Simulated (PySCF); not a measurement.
BaCl$_{2}$, charge +1, doublet, at the geometry of the source list (a state made from the parent by changing its charge; the spin is typed, not shown lowest) (core potentials on Ba); CASSCF(5,4)/def2-SVP (PySCF).

Here is a job for PySCF.
```python
from pyscf import gto, scf, mcscf
import numpy

mol = gto.M(
    atom='''
Ba    0.68230000   -0.54660000    0.63260000
Cl    1.17770000    0.60480000   -1.68150000
Cl   -1.85990000   -0.05820000    1.04880000
''',
    basis='def2-svp',
    ecp={'Ba': 'def2-svp'},
    charge=1,
    spin=1,
    verbose=4,
)

mf = scf.ROHF(mol)
mf.kernel()
mc = mcscf.CASSCF(mf, 4, 5)
mc.fix_spin_(ss=0.75)
mc.kernel()
occ = numpy.linalg.eigvalsh(mc.fcisolver.make_rdm1(mc.ci, mc.ncas, mc.nelecas))[::-1]
ss = mc.fcisolver.spin_square(mc.ci, mc.ncas, mc.nelecas)[0]
print('natural occupations', occ.round(4), ' <S^2>', round(ss, 4))
```

The log (banner, timings and long lists left out):

```
PySCF version 2.14.0

[INPUT] verbose = 4
[INPUT] num. atoms = 3
[INPUT] num. electrons = 43
[INPUT] charge = 1
[INPUT] spin (= nelec alpha-beta = 2S) = 1
[INPUT] symmetry False subgroup None
[INPUT] Mole.unit = angstrom
[INPUT] Symbol           X                Y                Z      unit          X                Y                Z       unit  Magmom
[...]
nuclear repulsion = 105.453071412681
number of shells = 25
number of NR pGTOs = 121
number of NR cGTOs = 59
basis = def2-svp
ecp = {'Ba': 'def2-svp'}

******** <class 'pyscf.scf.rohf.ROHF'> ********
method = ROHF
initial guess = minao
damping factor = 0
level_shift factor = 0
DIIS = <class 'pyscf.scf.diis.CDIIS'>
diis_start_cycle = 1
diis_space = 8
diis_damp = 0
SCF conv_tol = 1e-09
SCF conv_tol_grad = None
SCF max_cycles = 50
direct_scf = True
direct_scf_tol = 1e-13
num. doubly occ = 21  num. singly occ = 1
Set gradient conv threshold to 3.16228e-05
init E= -933.719127203238
[...]
cycle= 1 E= -943.59324283607  delta_E= -9.87  |g|= 0.325  |ddm|= 1.68
[...]
cycle= 2 E= -943.611673338831  delta_E= -0.0184  |g|= 0.0547  |ddm|= 0.262
[...]
cycle= 3 E= -943.613950949995  delta_E= -0.00228  |g|= 0.0199  |ddm|= 0.112
[...]
cycle= 4 E= -943.615052088737  delta_E= -0.0011  |g|= 0.0141  |ddm|= 0.0649
[...]
cycle= 5 E= -943.61634521004  delta_E= -0.00129  |g|= 0.0194  |ddm|= 0.0772
[...]
cycle= 6 E= -943.615519533201  delta_E= 0.000826  |g|= 0.015  |ddm|= 0.0533
[...]
cycle= 7 E= -943.615435149208  delta_E= 8.44e-05  |g|= 0.0102  |ddm|= 0.0618
[...]
cycle= 8 E= -943.616758294203  delta_E= -0.00132  |g|= 0.0122  |ddm|= 0.117
[...]
cycle= 9 E= -943.61789639741  delta_E= -0.00114  |g|= 0.00863  |ddm|= 0.153
[...]
cycle= 10 E= -943.618017198081  delta_E= -0.000121  |g|= 0.00479  |ddm|= 0.0275
[...]
cycle= 11 E= -943.618421210557  delta_E= -0.000404  |g|= 0.00532  |ddm|= 0.151
[...]
cycle= 12 E= -943.61842352196  delta_E= -2.31e-06  |g|= 0.00219  |ddm|= 0.0142
[...]
cycle= 13 E= -943.618437097396  delta_E= -1.36e-05  |g|= 0.00112  |ddm|= 0.0178
[...]
cycle= 14 E= -943.618441230757  delta_E= -4.13e-06  |g|= 0.000913  |ddm|= 0.00638
[...]
cycle= 15 E= -943.618445070754  delta_E= -3.84e-06  |g|= 0.00172  |ddm|= 0.01
[...]
cycle= 16 E= -943.618446359141  delta_E= -1.29e-06  |g|= 0.000929  |ddm|= 0.00319
[...]
cycle= 17 E= -943.618449171568  delta_E= -2.81e-06  |g|= 0.000742  |ddm|= 0.00734
[...]
cycle= 18 E= -943.618450732263  delta_E= -1.56e-06  |g|= 0.000242  |ddm|= 0.00981
[...]
[...]
converged SCF energy = -943.61845096191
CASCI E = -943.618454412318  S^2 = 0.7500000
[...]
macro iter  40 ( 33 JK    4 micro), CASSCF E = -943.648778007124  dE = -2.46664399e-07  S^2 = 0.7500000
               |grad[o]|=0.00104  |grad[c]|=2.71e-05  |ddm|=7.28e-06  |maxRot[o]|=0.00323
macro iter  41 ( 25 JK    4 micro), CASSCF E = -943.648779372710  dE = -1.36558583e-06  S^2 = 0.7500000
               |grad[o]|=0.00103  |grad[c]|=0.000716  |ddm|=7.2e-05  |maxRot[o]|=0.0256
macro iter  42 ( 17 JK    4 micro), CASSCF E = -943.648779449514  dE = -7.68045538e-08  S^2 = 0.7500000
               |grad[o]|=0.000951  |grad[c]|=0.000644  |ddm|=3.27e-05  |maxRot[o]|=0.0215
macro iter  43 ( 26 JK    4 micro), CASSCF E = -943.648779578934  dE = -1.29420187e-07  S^2 = 0.7500000
               |grad[o]|=0.00092  |grad[c]|=0.0014  |ddm|=1.86e-05  |maxRot[o]|=0.0207
macro iter  44 ( 12 JK    3 micro), CASSCF E = -943.648779648204  dE = -6.92700723e-08  S^2 = 0.7500000
               |grad[o]|=0.000892  |grad[c]|=0.000266  |ddm|=2.14e-05  |maxRot[o]|=0.0161
macro iter  45 ( 25 JK    4 micro), CASSCF E = -943.648779710179  dE = -6.19749017e-08  S^2 = 0.7500000
               |grad[o]|=0.000857  |grad[c]|=0.00149  |ddm|=8.92e-06  |maxRot[o]|=0.0294
macro iter  46 ( 29 JK    4 micro), CASSCF E = -943.648779771392  dE = -6.12126314e-08  S^2 = 0.7500000
               |grad[o]|=0.000836  |grad[c]|=0.000124  |ddm|=2.43e-06  |maxRot[o]|=0.00639
macro iter  47 ( 33 JK    4 micro), CASSCF E = -943.648780060209  dE = -2.88816750e-07  S^2 = 0.7500000
               |grad[o]|=0.000832  |grad[c]|=3.04e-05  |ddm|=7.42e-06  |maxRot[o]|=0.00335
macro iter  48 ( 20 JK    4 micro), CASSCF E = -943.648781142528  dE = -1.08231961e-06  S^2 = 0.7500000
               |grad[o]|=0.000819  |grad[c]|=0.000617  |ddm|=5.83e-05  |maxRot[o]|=0.0168
macro iter  49 ( 12 JK    3 micro), CASSCF E = -943.648781329194  dE = -1.86665943e-07  S^2 = 0.7500000
               |grad[o]|=0.000764  |grad[c]|=0.0028  |ddm|=1.83e-05  |maxRot[o]|=0.0216
macro iter  50 ( 12 JK    3 micro), CASSCF E = -943.648781429862  dE = -1.00667762e-07  S^2 = 0.7500000
               |grad[o]|=0.000744  |grad[c]|=0.00376  |ddm|=3.93e-05  |maxRot[o]|=0.0489
1-step CASSCF not converged,  50 macro (941 JK 180 micro) steps
CASSCF canonicalization
Density matrix diagonal elements [1.99999999 1.60587182 1.3724134  0.02171479]
CASSCF energy = -943.648781429862
CASCI E = -943.648781429862  E(CI) = -113.927353178818  S^2 = 0.7500000
natural occupations [2.     1.9921 1.0001 0.0078]  <S^2> 0.75
```

The run did not converge; its last values are not results.
